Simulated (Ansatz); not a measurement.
def2 core potentials replace the inner electrons of Sn.

All values below come from frozen-core CCSD(T)/def2-TZVPP // PBE0-D3(BJ)/def2-SVP in Ansatz (a program for electronic structure).

Ansatz 0.2 input:
```yaml
crystal:
  periodic: [false, false, false]
  atoms:
    - { symbol: C, position_ang: [-1.387591, 0.176805, -1.398226] }
    - { symbol: C, position_ang: [-0.959851, -0.335032, -0.029027] }
    - { symbol: C, position_ang: [-1.551599, 0.45629, 1.130021] }
    - { symbol: Sn, position_ang: [1.182055, -0.304462, 0.109744] }
    - { symbol: O, position_ang: [2.089519, -1.616495, -1.071302] }
    - { symbol: O, position_ang: [1.914984, 1.470307, -0.397272] }
    - { symbol: O, position_ang: [1.851994, -0.654491, 1.945243] }
    - { symbol: H, position_ang: [-0.976115, -0.43581, -2.214974] }
    - { symbol: H, position_ang: [-1.062877, 1.217001, -1.559827] }
    - { symbol: H, position_ang: [-2.487371, 0.156213, -1.488016] }
    - { symbol: H, position_ang: [-1.224719, -1.400722, 0.071465] }
    - { symbol: H, position_ang: [-1.2244, 0.067824, 2.106356] }
    - { symbol: H, position_ang: [-2.653889, 0.411361, 1.101048] }
    - { symbol: H, position_ang: [-1.267653, 1.519724, 1.077967] }
    - { symbol: H, position_ang: [2.751389, -1.168885, -1.612817] }
    - { symbol: H, position_ang: [2.497422, 1.80174, 0.297096] }
    - { symbol: H, position_ang: [2.508702, -1.36147, 1.932419] }
basis:
  gaussian: { orbitals: def2-TZVPP }
correlation:
  method: ccsd_t
```

Output:

```
Functional definition: HF
2417 factors; integrals over basis functions are off by at most 1.1e-3 eV
mean field evaluation 1: about -15163.0599 eV, gradient 6.8e1 eV
mean field evaluation 2: about -15163.3485 eV, gradient 6.8e1 eV
mean field evaluation 4: about -15172.1568 eV, gradient 5.0e0 eV
mean field evaluation 8: about -15172.2703 eV, gradient 3.5e-1 eV
mean field evaluation 16: about -15163.0605 eV, gradient 6.8e1 eV
mean field -15172.27121956 eV, -557.5706831840 hartree, gradient 4.0e-6 eV, S^2 0.000000; 0 other end points of the search recorded, 0 dependent functions left out
10 core orbitals not correlated
reference -15172.27121956 eV, -557.5706831840 hartree; 27, 27 occupied and 339, 339 virtual orbitals, 2417 factors
second order -43.35706234 eV of doubles, -0.00000000 eV of singles
cycle   1  -42.83783716 eV  change    5.2e-1 eV  update   1.5e-1
cycle   2  -43.83402841 eV  change    -1.0e0 eV  update   4.5e-2
cycle   3  -44.08176182 eV  change   -2.5e-1 eV  update   2.4e-2
cycle   4  -44.06377096 eV  change    1.8e-2 eV  update   5.9e-3
cycle   5  -44.05984325 eV  change    3.9e-3 eV  update   2.7e-3
cycle   6  -44.06163262 eV  change   -1.8e-3 eV  update   9.0e-4
cycle   7  -44.06124823 eV  change    3.8e-4 eV  update   3.2e-4
cycle   8  -44.06105982 eV  change    1.9e-4 eV  update   9.5e-5
cycle   9  -44.06108535 eV  change   -2.6e-5 eV  update   3.5e-5
perturbative correction -1.65599365 eV, -0.0608566440 hartree
Total energy: -15217.98829855 eV, -559.2507548489 hartree
```

Cost: around 80 core-minutes (rough).
